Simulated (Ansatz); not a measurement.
Total energies of OsO3⁻ from Ansatz at r2SCAN-D4/def2-TZVPD, gas phase (1 Eh = 27.2114 eV = 2625.5 kJ/mol). The reference geometry is relaxed at PBE-D4/def2-TZVPD.

| atom | x (Å) | y (Å) | z (Å) |
| --- | --- | --- | --- |
| Os1 | 0.0555 | 0.0078 | -0.0628 |
| O2 | 1.7048 | 0.2190 | 0.4486 |
| O3 | -1.1112 | -0.1564 | 1.2658 |
| O4 | -0.6491 | -0.0704 | -1.6517 |

```json
{"state": "charge -1 doublet", "geometry": "reference", "energy (Eh)": "-316.53981"}
{"state": "charge 0 singlet", "geometry": "reference", "energy (Eh)": "-316.43559"}
{"state": "charge -1 quartet", "geometry": "relaxed at PBE-D4/def2-TZVPD", "energy (Eh)": "-316.49894"}
```

In the def2 sets Os takes a core potential; there is no spin–orbit coupling.

(1) Work out the vertical ionisation energy to the singlet.

(2) Which of the charge -1 states is lowest, and how far above it are the others?

(1) E(charge 0 singlet) − E(charge -1 doublet) = -316.43559 − (-316.53981) = 0.10422 Eh = 2.84 eV. For comparison, −ε of the highest occupied level of the spin that leaves is -0.42 eV at this level, 3.26 eV less.

(2) The doublet. quartet: -316.49894 − (-316.53981) = 0.04087 Eh = 107.3 kJ/mol.

At r2SCAN-D4/def2-TZVPD the highest occupied level of the charge -1 doublet lies above zero (up to 0.42 eV). By energy differences its removal costs 2.84 eV (vertical, to the charge 0 singlet, at r2SCAN-D4/def2-TZVPD); a positive level beside a positive removal energy at the same level points to self-interaction error. At r2SCAN-D4/def2-TZVPD the highest occupied level of the charge -1 quartet lies above zero (up to 0.15 eV). It is a level of α spin, whose loss leaves a triplet; that state wasn't run at this geometry and level. The electron is either unbound and held by the finite basis, or the level is raised by self-interaction error. 

The structure comes from a short search, and lower isomers may exist.
